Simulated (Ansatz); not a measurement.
Total energies of HgS₂⁻ (the lowest doublet isomer of a short search) from Ansatz at PBE0-D4/def2-TZVPD, gas phase (1 Eh = 27.2114 eV = 2625.5 kJ/mol). The reference geometry is relaxed at PBE-D4/def2-TZVPD.

```tsv
atom	x (Å)	y (Å)	z (Å)
Hg1	0.0000	0.0000	0.0000
S2	-0.0671	2.0070	-1.1159
S3	0.0671	-2.0070	1.1159
```

```
            state                      geometry  energy (Eh)
charge -1 doublet                     reference   -949.70181
 charge 0 triplet                     reference   -949.58407
charge -1 quartet  relaxed at PBE-D4/def2-TZVPD   -949.61374
```

In the def2 sets Hg takes a core potential; there is no spin–orbit coupling.

Task: Work out the vertical ionisation energy to the triplet.

Result: E(charge 0 triplet) − E(charge -1 doublet) = -949.58407 − (-949.70181) = 0.11774 Eh = 3.20 eV. For comparison, −ε of the highest occupied level of the spin that leaves is 1.69 eV at this level, 1.51 eV less.

Task: Which of the charge -1 states is lowest, and how far above it are the others?

Result: The doublet. quartet: -949.61374 − (-949.70181) = 0.08807 Eh = 231.2 kJ/mol.

The structure comes from a short search, and lower isomers may exist.
